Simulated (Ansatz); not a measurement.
```yaml
crystal:
  periodic: [false, false, false]
  atoms:
    - {symbol: C, position_ang: [2.368605, 0.643383, -1.463130]}
    - {symbol: O, position_ang: [1.522287, 1.095275, -0.367084]}
    - {symbol: Sn, position_ang: [-0.213842, -0.010738, 0.127916]}
    - {symbol: O, position_ang: [-1.321689, 0.122191, -1.338737]}
    - {symbol: C, position_ang: [-1.965840, 1.393235, -1.745396]}
    - {symbol: O, position_ang: [-0.530964, 0.461821, 1.522774]}
    - {symbol: C, position_ang: [-1.907480, 0.155853, 2.312054]}
    - {symbol: O, position_ang: [0.345408, -1.928055, 0.059370]}
    - {symbol: C, position_ang: [1.305534, -2.526541, 1.095961]}
    - {symbol: H, position_ang: [3.007869, 1.580640, -1.601428]}
    - {symbol: H, position_ang: [2.694265, -0.348344, -1.579477]}
    - {symbol: H, position_ang: [1.692155, 1.048747, -2.698593]}
    - {symbol: H, position_ang: [-1.128560, 1.897249, -2.155635]}
    - {symbol: H, position_ang: [-2.428686, 1.249696, -2.611906]}
    - {symbol: H, position_ang: [-2.270869, 1.882750, -0.859204]}
    - {symbol: H, position_ang: [-2.093642, 0.701633, 3.280938]}
    - {symbol: H, position_ang: [-1.632921, -1.020248, 2.491049]}
    - {symbol: H, position_ang: [-2.934626, 0.306406, 1.468113]}
    - {symbol: H, position_ang: [1.101221, -2.163685, 1.973068]}
    - {symbol: H, position_ang: [1.410508, -3.458079, 0.873905]}
    - {symbol: H, position_ang: [2.296263, -2.028902, 0.989484]}
basis:
  gaussian: {orbitals: def2-SVPD, fitting: {mean_field: def2-universal-jkfit}}
hamiltonian: {xc: {name: wPBEh}}
relax: {f_tol: 0.001, max_steps: 1}
output: {forces: true}
```

```sh
$ ansatz run in.yaml --threads 4 --pin off --events-out ev --progress --plain --max-ram 46080MiB --backend cuda --devices 0, --max-vram 37GiB
```

Output, abridged:

```
Functional definition: wPBEh
1042 factors; integrals over basis functions are off by at most 3.7e-1 eV
1042 factors; integrals over basis functions are off by at most 1.8e-7 eV
mean field evaluation 1: about -18311.3027 eV, gradient 9.9e1 eV
mean field evaluation 2: about -18265.3683 eV, gradient 1.8e2 eV
mean field evaluation 4: about -18330.5020 eV, gradient 1.3e1 eV
mean field evaluation 8: about -18330.8060 eV, gradient 1.4e-1 eV
mean field evaluation 16: about -18330.8031 eV, gradient 3.1e-4 eV
mean field -18330.80305376 eV, -673.6445871609 hartree, gradient 5.8e-5 eV, S^2 0.000000; 0 other end points of the search recorded, 0 dependent functions left out
reference -18330.80311930 eV, -673.6445895696 hartree; 45, 45 occupied and 255, 255 virtual orbitals, 1042 factors
relax step   1: F+E_penalty+E_count = -18330.80305376 eV  Δ(F+E_penalty+E_count) = +0.000e0 eV  max|allowed force component| = 3.281e1 eV/Å  Δτ_max = 0.0000 Å  (32 SCF iters, accepted)
Error: geometry relaxation did not converge after 1 steps: max|allowed force component| = 3.28e1 eV/Å (threshold 1.0e-3). Raise `relax.max_steps` over both its present limit and 1, loosen `relax.f_tol`, or start from a geometry closer to equilibrium. Where this run's directory can be resumed (`checkpoint.write`), a resume goes on for up to `relax.max_steps` more
```

(1) Something in this input is off. What?

Answers

(1) The relaxation is allowed too few steps for its threshold. No converged result was reached.
